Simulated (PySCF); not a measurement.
Computed spin Hamiltonian

Compound: C9H9 (doublet state).
Atom-mapped SMILES: `[H]/[C:1]=[C:2]1/[C@@H:3]([C:4](=[CH2:5])[CH3:6])[C@H:7]1[C:8]#[CH:9]` (hydrogens: H10 on C1; H11 on C3; H12, H13 on C5; H14, H15, H16 on C6; H17 on C7; H18 on C9)

Cartesian coordinates in Å at the GFN2-xTB level; atoms count from 1:
```
atom  x, y, z in Å
C1     1.164   -2.226   -1.320
C2     1.001   -1.024   -1.012
C3     0.152    0.193   -0.960
C4    -1.052    0.221   -0.096
C5    -1.214   -0.596    0.936
C6    -2.070    1.251   -0.483
C7     1.550    0.278   -0.368
C8     1.771    0.287    1.024
C9     1.964    0.265    2.211
H10    1.796   -3.073   -1.316
H11    0.031    0.716   -1.904
H12   -0.480   -1.339    1.194
H13   -2.091   -0.548    1.558
H14   -2.921    1.226    0.192
H15   -1.629    2.248   -0.454
H16   -2.424    1.072   -1.498
H17    2.307    0.782   -0.960
H18    2.138    0.272    3.244
```

The hyperfine couplings belong to this conformer and change with its torsions.

Level of theory: UKS B3LYP, pcH-1 on C H, non-relativistic, mean-field spin-orbit, GIAO in PySCF. Isolated species at its GFN2-xTB geometry (one conformer only). The geometry wasn't refined by DFT: couplings that depend on bond lengths, twists or pyramidal angles can differ widely from those at the functional's own minimum. The SCF solution wasn't tested for stability.

- g1, g2, g3: 2.00171, 2.00231, 2.00308
- g_iso: 2.00237
- Form of g: rhombic: the two nearest values differ by 44 % of g3 − g1
- ⟨S²⟩: 0.7615 (exact 0.7500)
- α and β electrons: 32, 31
- HOMO–LUMO gap, α and β orbitals: 5.37, 4.38 eV
- Total energy: -348.16170 Eh

Isotropic coupling and dipolar principal values T1 to T3, in G; ρ(0) is the spin density at the nucleus (MHz turned into gauss with g_iso; 10 G = 1 mT):

| atom | isotope | a_iso | T1 | T2 | T3 | Mulliken spin population | ρ(0) (bohr⁻³) |
| --- | --- | --- | --- | --- | --- | --- | --- |
| C1 | 13C | 74.2 | -25.5 | -19.0 | 44.5 | 0.89 | 0.1849 |
| C2 | 13C | -9.9 | -4.6 | -1.6 | 6.2 | -0.20 | -0.0247 |
| C3 | 13C | 14.0 | -3.8 | -3.5 | 7.4 | 0.08 | 0.0348 |
| C4 | 13C | -1.0 | -0.5 | 0.0 | 0.5 | -0.01 | -0.0026 |
| C5 | 13C | 0.4 | -0.5 | -0.2 | 0.6 | 0.01 | 0.0009 |
| C6 | 13C | 1.6 | -0.2 | -0.1 | 0.3 | 0.00 | 0.0040 |
| C7 | 13C | 26.7 | -6.7 | -6.6 | 13.3 | 0.20 | 0.0665 |
| C8 | 13C | -5.0 | -1.9 | 0.0 | 1.9 | -0.05 | -0.0125 |
| C9 | 13C | 2.9 | -2.5 | -2.0 | 4.5 | 0.09 | 0.0071 |
| H10 | 1H | 2.1 | -10.5 | -1.4 | 12.0 | 0.00 | 0.0013 |
| H11 | 1H | -0.8 | -1.8 | -0.2 | 2.0 | 0.00 | -0.0005 |
| H12 | 1H | -0.2 | -0.6 | -0.5 | 1.0 | 0.00 | -0.0001 |
| H13 | 1H | -0.4 | -0.4 | -0.2 | 0.6 | 0.00 | -0.0002 |
| H14 | 1H | 0.9 | -0.2 | -0.2 | 0.4 | 0.00 | 0.0005 |
| H15 | 1H | -0.2 | -0.3 | -0.2 | 0.5 | 0.00 | -0.0001 |
| H16 | 1H | -0.2 | -0.3 | -0.2 | 0.5 | 0.00 | -0.0002 |
| H17 | 1H | -4.9 | -3.0 | -0.4 | 3.4 | -0.01 | -0.0031 |
| H18 | 1H | -2.5 | -1.3 | -0.1 | 1.4 | 0.00 | -0.0015 |

The largest Mulliken spin populations are on C1 (+0.89), C2 (-0.20), C7 (+0.20) and C9 (+0.09).

Axes: g1 points within 14° of the C1–C2 bond and g2 points within 12° of the C3–C7 bond.

Under fast tumbling the dipolar parts average out, and these isotropic splittings remain: 1 × 1H (H17, I = 1/2, 2 lines) with 0.49 mT, 1 × 1H (H18, I = 1/2, 2 lines) with 0.25 mT, 1 × 1H (H10, I = 1/2, 2 lines) with 0.21 mT, 1 × 1H (H11, I = 1/2, 2 lines) with 0.08 mT and 1 × 1H (H13, I = 1/2, 2 lines) with 0.04 mT.

The 13C coupling of C1 (207.8 MHz) shows only in satellite lines or after enrichment, since that isotope makes up about 1.07 % of natural carbon.
